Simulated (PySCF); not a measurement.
C₄H₉ (SMILES C[C+](C)C), charge +1, singlet, geometry from GFN2-xTB. Base run: PySCF with DF-B3LYP/6-311G**.

Input for PySCF:
```python
from pyscf import gto, scf, dft

mol = gto.M(
    atom='''
C    -0.39303445    1.37528354    0.22505520
C    -0.00000000    0.00000000    0.00000000
C     1.35975962   -0.41783344    0.27018461
C    -0.96672517   -0.95745010   -0.49523981
H     0.25720952    2.04590390   -0.34783633
H    -0.18246562    1.65665671    1.26295861
H    -1.43391399    1.58209568   -0.00908249
H     1.79740100   -0.86304328   -0.63037733
H     1.35772586   -1.25229047    0.98041762
H     2.00243572    0.37766646    0.63783836
H    -1.39509781   -0.59898984   -1.43797876
H    -0.56852173   -1.95976214   -0.62875587
H    -1.83477295   -0.98823703    0.17281619
''',
    basis='6-311g**',
    charge=1,
    verbose=3,
)

mf = dft.RKS(mol)
mf.xc = 'b3lyp'
mf = mf.density_fit(auxbasis='def2-universal-jkfit')
mf.kernel()
```

Each row names what was changed in the base input (with any setting that the change needs).

```json
[
 {"change": "base", "basis functions": "126", "E (Eh)": "-157.59551", "HOMO (eV)": "-16.08", "HOMO-LUMO gap (eV)": "7.23", "core-seconds (rough)": "8"},
 {"change": "basis = STO-3G", "basis functions": "29", "E (Eh)": "-155.69460", "HOMO (eV)": "-15.85", "HOMO-LUMO gap (eV)": "7.60", "core-seconds (rough)": "4"},
 {"change": "basis = 3-21G", "basis functions": "54", "E (Eh)": "-156.69577", "HOMO (eV)": "-16.12", "HOMO-LUMO gap (eV)": "7.27", "core-seconds (rough)": "4"},
 {"change": "basis = 6-31G", "basis functions": "54", "E (Eh)": "-157.51742", "HOMO (eV)": "-16.05", "HOMO-LUMO gap (eV)": "7.28", "core-seconds (rough)": "5"},
 {"change": "basis = 6-31+G*", "basis functions": "90", "E (Eh)": "-157.55168", "HOMO (eV)": "-16.07", "HOMO-LUMO gap (eV)": "7.22", "core-seconds (rough)": "7"},
 {"change": "basis = pc-1", "basis functions": "101", "E (Eh)": "-157.52338", "HOMO (eV)": "-16.11", "HOMO-LUMO gap (eV)": "7.22", "core-seconds (rough)": "8"},
 {"change": "basis = def2-SVP", "basis functions": "101", "E (Eh)": "-157.43455", "HOMO (eV)": "-16.07", "HOMO-LUMO gap (eV)": "7.21", "core-seconds (rough)": "8"},
 {"change": "basis = def2-SVPD", "basis functions": "152", "E (Eh)": "-157.44416", "HOMO (eV)": "-16.09", "HOMO-LUMO gap (eV)": "7.23", "core-seconds (rough)": "10"},
 {"change": "basis = aug-pcseg-1", "basis functions": "173", "E (Eh)": "-157.52689", "HOMO (eV)": "-16.07", "HOMO-LUMO gap (eV)": "7.24", "core-seconds (rough)": "10"},
 {"change": "basis = def2-TZVP", "basis functions": "178", "E (Eh)": "-157.61226", "HOMO (eV)": "-16.05", "HOMO-LUMO gap (eV)": "7.23", "core-seconds (rough)": "10"},
 {"change": "basis = def2-TZVPD", "basis functions": "229", "E (Eh)": "-157.61287", "HOMO (eV)": "-16.05", "HOMO-LUMO gap (eV)": "7.23", "core-seconds (rough)": "20"},
 {"change": "basis = cc-pVTZ", "basis functions": "246", "E (Eh)": "-157.61202", "HOMO (eV)": "-16.05", "HOMO-LUMO gap (eV)": "7.23", "core-seconds (rough)": "20"},
 {"change": "basis = def2-TZVPP", "basis functions": "250", "E (Eh)": "-157.61588", "HOMO (eV)": "-16.05", "HOMO-LUMO gap (eV)": "7.23", "core-seconds (rough)": "20"}
]
```

Totals compare only among sets that treat the same electrons; sets with core potentials leave the core out.
